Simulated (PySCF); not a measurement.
Input of a run (PBE0-D3(BJ)/def2-SVP geometry optimisation, gas phase (PySCF 2.14.0)), started from GFN2-xTB:
```
{"job": {"xc": "PBE0", "basis": "def2-SVP", "d3": "d3bj", "grid": 1, "shake": 0.01, "kind": "geom"}, "charge": 0, "multiplicity": 1}
C     -2.243260    -1.289250     0.378080
C     -1.745000    -0.069080     0.210320
C     -0.898540     0.324740    -0.965630
C      0.553890     0.616290    -0.480420
C      0.996840     1.848030    -0.449360
F      2.240250     2.156410    -0.056230
C      1.301800    -0.554780    -0.045830
F      1.112920    -1.673520    -0.769610
C      2.125910    -0.623770     1.009870
F      2.358720     0.352620     1.850330
F      2.789730    -1.719360     1.346130
H     -2.104050    -2.051110    -0.337930
H     -2.900240    -1.498010     1.217910
H     -1.907910     0.717080     0.954810
H     -0.857660    -0.498930    -1.681590
H     -1.287850     1.231500    -1.429580
H      0.447940     2.742960    -0.741080
```

Output (energies in Eh, forces in Eh/bohr):
```
step   0  E = -668.44121105  max force = 0.037449
step   1  E = -668.44547736  max force = 0.006538
step   2  E = -668.44570890  max force = 0.004210
step   3  E = -668.44597127  max force = 0.004999
step   4  E = -668.44591129  max force = 0.004051
step   5  E = -668.44616315  max force = 0.001043
step   6  E = -668.44615967  max force = 0.001503
step   7  E = -668.44622173  max force = 0.000557
step   8  E = -668.44624320  max force = 0.000669
step   9  E = -668.44626167  max force = 0.000399
step  10  E = -668.44625315  max force = 0.000905
step  11  E = -668.44626140  max force = 0.000299
optimisation converged
```

Summarise the run.

The energy falls by 13.3 kJ/mol over 12 energy and gradient evaluations, the largest force component goes from 0.0374 to 3.0e-04 Eh/bohr, and the atoms move by 0.083 Å rms after alignment. The bond that changes most is C3–C4 (allylic carbon to fully substituted alkene carbon), which shortens by 0.049 Å. Bonds longer at the end by more than 0.005 Å: 5 of 16; shorter: 3. Among the angles that change most is H15–C3–H16, from 111.2° to 107.1°. The energy rose by more than 1e-6 Eh at steps 4, 6 and 10. The first step brought 84 % of the lowering.

What are the final bond lengths?

C1=C2 1.333 Å, C2–C3 1.501 Å, C3–C4 1.510 Å, C4=C5 1.339 Å, C5–F6 1.324 Å, C4–C7 1.460 Å, C7–F8 1.341 Å, C7=C9 1.338 Å, C9–F10 1.306 Å, C9–F11 1.307 Å, C1–H12 1.095 Å, C1–H13 1.093 Å, C2–H14 1.097 Å, C3–H15 1.102 Å, C3–H16 1.102 Å, C5–H17 1.094 Å. Numbering counts from 1 in the input's order; the species is `C=CC/C(=C/F)C(F)=C(F)F`.

The run used 184 basis functions and 85 SCF cycles in all.

No PBE0-D3(BJ)/def2-SVP frequencies stand behind this structure, so it isn't proved a minimum. The numbers are those of one conformer.

Conformer computed: `[CH2:1]=[CH:2][CH2:3]/[C:4](=[CH:5]/[F:6])[C:7]([F:8])=[C:9]([F:10])[F:11]`: C1–C2–C3–C4 -112°, C2–C3–C4–C5 -115°, C3–C4–C7–F8 38°.
